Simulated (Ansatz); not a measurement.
`[CH3][GeH]1[CH2][NH]1` → 2 C• + Ge• + 7 H• + N•  (atomization)

Gas-phase electronic energies from Ansatz, PBE0-D4/def2-TZVP geometries. CCSD(T)/CBS adds triple-zeta CCSD(T) − MP2 to the extrapolated MP2 energy (def2 sets, frozen cores). This one scheme is used for every species, atoms too. For atomizations the MP2-based limit and the directly extrapolated one differ by several kJ/mol either way, and by 10 to 25 for some Ge, Se and Sn compounds, so smaller differences from it don't rank the levels. DFT in def2-TZVPP. HSE06 is defined as in plane-wave codes. Open shells (•) are unrestricted, without spin–orbit coupling. Spin–orbit coupling would lower the free atoms: a little for C; clearly for Ge. Bonds to Ge are less sure, by a few kJ/mol each and by 10 to 20 or more in all where they break to atoms, as the def2 sets lack core-valence functions. Scalar relativity is left out up to krypton.

`[CH3][GeH]1[CH2][NH]1`:

Z-matrix (Å, degrees):
```
C
Ge 1 1.937
H 1 1.090 2 111.0
H 1 1.091 2 110.3 3 120.9
H 1 1.090 2 108.2 3 -119.9
C 2 1.916 1 123.7 3 100.4
N 2 1.878 1 113.5 3 152.0
H 2 1.531 1 118.0 3 -67.7
H 6 1.089 2 117.8 1 -158.5
H 6 1.087 2 120.3 1 -13.5
H 7 1.013 2 115.1 1 140.5
```

Problem. What is ΔE at CCSD(T)/CBS? (An estimate is asked.)

Solution. Computed: +912.2 kcal/mol.

Problem. What do these levels give: PBE0-D4, r2SCANh-D4, BHLYP-D4, PBE-QIDH, revPBE, r2SCAN, PBE0, r2SCANh, HSE06, CCSD(T)/def2-SVP, HF/def2-TZVPP, CCSD(T)/def2-TZVPP? (An estimate is asked.)

Solution. Ansatz gave: PBE0-D4 911.6, r2SCANh-D4 904.9, BHLYP-D4 881.6, PBE-QIDH 904.5, revPBE 891.0, r2SCAN 909.2, PBE0 907.7, r2SCANh 903.7, HSE06 908.6, CCSD(T)/def2-SVP 854.0, HF/def2-TZVPP 637.3, CCSD(T)/def2-TZVPP 889.3 kcal/mol.

Largest T1 diagnostic among the species: 0.012.

From r2SCAN to r2SCAN0 (25 % exact exchange), in def2-TZVPP and without D4, ΔE moves by −13.4 kcal/mol: exact exchange takes away binding that semilocal exchange gives to molecules. At CCSD(T), def2-SVP lies −58.2 kcal/mol from the extrapolated value and def2-TZVPP −22.9 kcal/mol: correlation converges slowly with the basis, and small sets miss more of it in the bonded molecule than in its fragments. In def2-TZVPP, CCSD(T) changes the Hartree–Fock value by +252.0 kcal/mol (the triples alone add +14.6 kcal/mol) and MP2 by +259.9 kcal/mol; breaking electron pairs costs correlation energy, which Hartree–Fock lacks.
